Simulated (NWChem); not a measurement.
System: MgICl; SMILES [Cl][Mg][I]

The following NWChem deck was run.

```
start job
memory heap 200 mb stack 900 mb global 1100 mb
geometry units angstroms noautoz
  Mg     0.049463     1.179432     0.000000
  Cl     0.013440     3.375467     0.000000
  I      0.090750    -1.365947     0.000000
end
basis spherical
  Mg library def2-svp
  Cl library def2-svp
  I library def2-svp
end
ecp
  I library def2-ecp
end
dft
  xc mn15-l
  iterations 150
  mulliken
end
task dft energy
```

Structure relaxed at the PBE0/def2-SVP level. def2 effective core potentials on I; no spin-orbit coupling.

Task: Predict the main results of this run. (MN15-L/def2-SVP with def2 effective core potentials on I.) Quantities: energy (Ha); highest occupied level (eV); orbital gap (eV); dipole (D).

Result: 
```json
{
  "energy (Ha)": "-956.78",
  "highest occupied level (eV)": "-6.96",
  "orbital gap (eV)": "4.58",
  "dipole (D)": "0.70"
}
```
